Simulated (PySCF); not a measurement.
## Dipole response of Ir²⁺ (iridium, charge +2)

[Xe] 4f14 5d7, high-spin 4F determinant. Calculation: PySCF 2.14, in def2-QZVPPD with the def2 core potential (60 electrons); a scalar-relativistic core potential. Coupled (time-dependent) response in atomic units; α is the mean over directions.

```tsv
method	mean α (bohr³)	C₆ (like pair)	S(−4)
UHF	9.434	60.33	20.68
PBE	10.61	68.84	29.53
PBE0	10.19	65.87	25.98
```

S(−4) is the Cauchy moment in α(ω) = α(0) + S(−4) ω² + …

Spin-orbit coupling is absent.

α(iu) at UHF:

| u (hartree) | α(iu) (bohr³) |
| --- | --- |
| 0 | 9.434 |
| 0.0500 | 9.383 |
| 0.100 | 9.235 |
| 0.200 | 8.718 |
| 0.300 | 8.045 |
| 0.500 | 6.685 |
| 0.750 | 5.308 |
| 1.00 | 4.279 |
| 1.50 | 2.910 |
| 2.00 | 2.082 |
| 3.00 | 1.193 |
| 5.00 | 0.5225 |

A single London oscillator, α(iu) = α/(1 + u²/ω²), gives C₆ = (3/4) ω α². Matching the computed C₆ needs ω = 4 × 60.33 / (3 × 9.434²) = 0.904 hartree.

For an ion, C₆ is the dispersion term alone; charge-induced terms of lower order in 1/R come first.

Energies and moments cover only the electrons outside the core potential. Spin-orbit coupling, absent here, splits the open shell strongly.
